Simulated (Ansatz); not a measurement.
`[SiH3]O[SiH2][GeH3]` → `[SiH3][O][GeH3]` + `[SiH2]` at 400 K and 1 bar (silylene formation by 1,1-elimination).

Gas-phase electronic energies from Ansatz, PBE0-D4/def2-TZVP geometries. CBS: MP2 limit from def2 TZ/QZ plus the TZ coupled-cluster correction, frozen cores. This one scheme is used for every species. For Ge outer-core shells are correlated without core-valence functions, which leaves a few kJ/mol of doubt a bond. Scalar relativity is left out up to krypton. One conformer a species, not always the lowest.

```json
{"species": "`[SiH3]O[SiH2][GeH3]`", "CCSD(T)/CBS energy (Eh)": "-2734.32644", "H − E (kJ/mol)": "224.7", "S (J/(mol·K))": "455.5"}
{"species": "`[SiH3][O][GeH3]`", "CCSD(T)/CBS energy (Eh)": "-2444.01593", "H − E (kJ/mol)": "167.7", "S (J/(mol·K))": "374.2"}
{"species": "`[SiH2]`", "CCSD(T)/CBS energy (Eh)": "-290.19011", "H − E (kJ/mol)": "44.2", "S (J/(mol·K))": "218.1"}
```

H − E and S are ideal-gas, rigid-rotor, harmonic terms from PBE0-D4/def2-TZVP, for one conformer and one mirror image of each species. 1 Eh = 2625.50 kJ/mol, R = 8.31446 J/(mol·K).

Q: By hand: ΔE, ΔH, ΔS and ΔG.

A: ΔE = (-2444.01593) + (-290.19011) − (-2734.32644) = 0.12040 Eh = 316.1 kJ/mol. Δ(H − E) = 167.7 + 44.2 − 224.7 = -12.8, so ΔH = 303.3 kJ/mol. ΔS = 374.2 + 218.1 − 455.5 = 136.8 J/(mol·K). ΔG = 303.3 − 400 × (136.8)/1000 = 248.6 kJ/mol.

Q: By hand: the equilibrium constant, and the temperature at which ΔG would vanish if ΔH and ΔS stayed fixed.

A: log₁₀ K = −ΔG/(RT ln 10) = -32.5. ΔG = 0 at ΔH/ΔS = 2217 K.

The number of gas molecules changes by +1, which sets the sign of ΔS. A doubt of 5 kJ/mol in ΔE shifts log₁₀ K by 0.7 here. Other conformers and mirror images would add mixing entropy, several J/(mol·K) or more a flexible species. Modes under 60 cm⁻¹, often nearly free rotors, make the harmonic entropy too high. These are equilibria of isolated gas molecules and say nothing of rates. Largest T1 diagnostic: 0.014 (customary marks: 0.02 for closed shells, 0.045 for open ones).
